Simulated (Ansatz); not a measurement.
A structure relaxed at PBE0-D4/def2-TZVP, charge 0, multiplicity 1:

```csv
atom,x (Å),y (Å),z (Å)
C1,1.8665,-0.7948,-0.2313
O2,1.5574,0.0141,0.8762
C3,0.4471,0.8512,0.7036
C4,-0.8908,0.1732,0.9053
O5,-1.2533,-0.6901,-0.1845
C6,-1.8692,-0.1141,-1.2139
O7,-2.1429,1.0462,-1.3152
H8,1.1353,-1.5965,-0.3785
H9,2.8444,-1.2375,-0.0396
H10,1.9232,-0.1994,-1.1530
H11,0.5322,1.6313,1.4662
H12,0.4705,1.3425,-0.2790
H13,-1.6690,0.9284,1.0336
H14,-0.8533,-0.4758,1.7804
H15,-2.0980,-0.8789,-1.9703
```

Task: Give its formula and SMILES.

Result: C4H8O3, `COCCOC=O`.

Task: Point group (tolerance 0.08 Å, 0.16 Å for H)?

Result: C1.

Task: Summarise the bond lengths by kind.

Result: 5 × C–O 1.196 to 1.437 Å; 8 × C–H 1.090 to 1.100 Å; 1 × C–C 1.513 Å.

Results of the Gaussian-basis code of Ansatz.
